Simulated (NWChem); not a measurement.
Molecule: diboron tetrachloride (B$_{2}$Cl$_{4}$); SMILES ClB(Cl)B(Cl)Cl

```xyz
6

Cl    -1.0992     1.7323     1.0476
B      0.0000     0.8464     0.0000
Cl     1.0992     1.7323    -1.0476
B      0.0000    -0.8464     0.0000
Cl    -1.0992    -1.7323    -1.0476
Cl     1.0992    -1.7323     1.0476
```
Atoms are numbered in this order, from 1.

Program: NWChem. Medium grid unless said otherwise, to which SCAN and Minnesota functionals are sensitive. Structure relaxed at the B3LYP/6-31G* (spherical d) level. Hybrids' shares of exact exchange are those that their runs print; pure functionals count as 0. The functionals differ in more than this share.

```csv
row,share of exact exchange,highest occupied level (eV)
PBE/def2-SVP,0.00,-6.93
r2SCAN/def2-SVP,0.00,-7.39
B3LYP/def2-SVP,0.20,-8.05
B97-2/def2-SVP,0.21,-8.19
MPW1K/def2-SVP,0.43,withheld
```

Problem. Fit a straight line of the last column on the one before it, predict the withheld value, and compare with the run.

Solution. 
1. Means of the 4 shown rows: x = 0.103, y = -7.640. Slope Σ(x − x̄)(y − ȳ)/Σ(x − x̄)² = -0.1975/0.04208 = -4.694; intercept -7.159.
2. The shown rows scatter about the line by 0.166 (root mean square); the largest residual is -0.23, at r2SCAN/def2-SVP.
3. At x = 0.43 (MPW1K/def2-SVP; beyond the shown range) the line gives -9.18.
4. The run gives -9.48, -0.30 from the line, 1.8 times the scatter.
